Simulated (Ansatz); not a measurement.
Molecule: tribromoborane, BBr₃, net charge 0, singlet state. 
Coordinates optimised at B3LYP-D3(BJ)/def2-TZVP (Ansatz, a first-principles code):
```
B
Br 1 1.9073
Br 1 1.9073 2 120.00
Br 1 1.9073 2 120.00 3 -180.00
```

Wanted: vertical electron affinity (to the doublet state of charge -1; a negative value means that the extra electron is unbound and the number depends on the basis; each state is the SCF solution reached for its spin; the molecule has degenerate orbitals, so one determinant may break the symmetry), in eV. Cores are frozen in the correlated levels unless marked. Open shells are spin-unrestricted. No spin-orbit coupling. Frozen are the shells of the preceding noble gas and the d and f shells that filled before the atom's block. No relativistic terms. Anions need diffuse functions: aug- sets have them; def2-D sets add few. Basis-set limits of correlation are two-point, X^-3; Hartree-Fock from the larger set. [CCSD(T)-MP2]/basis is that difference in the basis named.

```csv
level,program,vertical electron affinity (eV),minus last row
HF/aug-cc-pVDZ,Ansatz,-0.04,-0.50
HF/aug-cc-pVTZ,Ansatz,-0.07,-0.53
SVWN5/def2-TZVPD,Ansatz,0.55,0.09
PBE/def2-TZVPD,Ansatz,0.46,0.00
r2SCAN/def2-TZVPD,Ansatz,0.55,0.09
B3LYP/def2-TZVPD,Ansatz,0.49,0.03
PBE0/def2-TZVPD,Ansatz,0.55,0.09
BHLYP/def2-TZVPD,Ansatz,0.43,-0.03
CAM-B3LYP/def2-TZVPD,Ansatz,0.55,0.09
wB97M-V/def2-TZVPD,Ansatz,0.38,-0.08
MP2/aug-cc-pVTZ,Ansatz,0.28,-0.18
"RI-MP2/CBS(aug-cc-pVTZ,aug-cc-pVQZ)",Ansatz,0.39,-0.07
SCS-MP2/aug-cc-pVDZ,Ansatz,0.07,-0.39
CCSD/aug-cc-pVTZ,Ansatz,0.35,-0.11
"RI-MP2/CBS(aug-cc-pVTZ,aug-cc-pVQZ)+[CCSD(T)-MP2]/aug-cc-pVTZ",Ansatz,0.46,0.00
```
